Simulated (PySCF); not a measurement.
Compound: C6H17AlS.
Atom-mapped SMILES: `[CH3:1][S+:2]([CH3:3])[AlH2-:4][C:5]([CH3:6])([CH3:7])[CH3:8]` (hydrogens: H9, H10, H11 on C1; H12, H13, H14 on C3; H15, H16 on Al4; H17, H18, H19 on C6; H20, H21, H22 on C7; H23, H24, H25 on C8)

Method: PBE0-D3(BJ)/def2-SVP geometry optimisation, gas phase in PySCF 2.14.0.

Some entries are withheld. Bonds in one row agree within 0.01 Å.

```json
{"coordinate": "C1–S2, S2–C3", "value": "?"}
{"coordinate": "S2–Al4", "value": "?"}
{"coordinate": "Al4–C5", "value": "?"}
{"coordinate": "C5–C6, C5–C7, C5–C8", "value": "?"}
{"coordinate": "C1–H9 and 5 like bonds", "value": "1.099 Å"}
{"coordinate": "Al4–H15, Al4–H16", "value": "1.612 Å"}
{"coordinate": "C6–H17 and 8 like bonds", "value": "1.105 Å"}
{"coordinate": "C1–S2–C3", "value": "100.7°"}
{"coordinate": "C1–S2–Al4", "value": "?"}
{"coordinate": "C3–S2–Al4", "value": "?"}
{"coordinate": "S2–Al4–C5", "value": "102.9°"}
{"coordinate": "Al4–C5–C6", "value": "?"}
{"coordinate": "Al4–C5–C7", "value": "?"}
{"coordinate": "Al4–C5–C8", "value": "?"}
{"coordinate": "C6–C5–C7", "value": "?"}
```

**Question.** Estimate the withheld lengths and angles.

**Answer.** 
- C1–S2, S2–C3 = 1.805 Å, drawn single (ends: S-methyl carbon; sulfur bonded to Al and 2 C); equal to the sum of covalent radii, 1.81 Å.
- S2–Al4 = 2.483 Å, drawn single (ends: sulfur bonded to Al and 2 C; aluminium bonded to C, S and 2 H); 0.22 Å above the sum of covalent radii, 2.26 Å.
- Al4–C5 = 2.001 Å, drawn single (ends: aluminium bonded to C, S and 2 H; sp3 carbon without hydrogen); 0.03 Å above the sum of covalent radii, 1.97 Å.
- C5–C6, C5–C7, C5–C8 = 1.530 Å, drawn single (sp3 carbon without hydrogen to methyl carbon); 0.01 Å above the sum of covalent radii, 1.52 Å.
- C1–S2–Al4 = 98.7°, at the sulfur bonded to Al and 2 C; the outer atoms are 3.283 Å apart.
- C3–S2–Al4 = 102.7°, at the sulfur bonded to Al and 2 C; the outer atoms are 3.376 Å apart.
- Al4–C5–C6 = 107.6°, at the sp3 carbon without hydrogen; the outer atoms are 2.864 Å apart.
- Al4–C5–C7 = 110.1°, at the sp3 carbon without hydrogen; the outer atoms are 2.906 Å apart.
- Al4–C5–C8 = 111.1°, at the sp3 carbon without hydrogen; the outer atoms are 2.923 Å apart.
- C6–C5–C7 = 109.5°, at the sp3 carbon without hydrogen; the outer atoms are 2.500 Å apart.

Radii are Cordero's, carbon taken as 0.76, 0.73 or 0.69 Å for four, three, and two or fewer neighbours.

No frequency check. The numbers are those of one conformer (C1–S2–Al4–C5 -168°).

The run took 3.7 min of wall time on one thread, Arm Neoverse V2 (aarch64), no GPU, on a shared host, and the process peaked at 0.97 GiB of memory. This is the geometry optimisation.
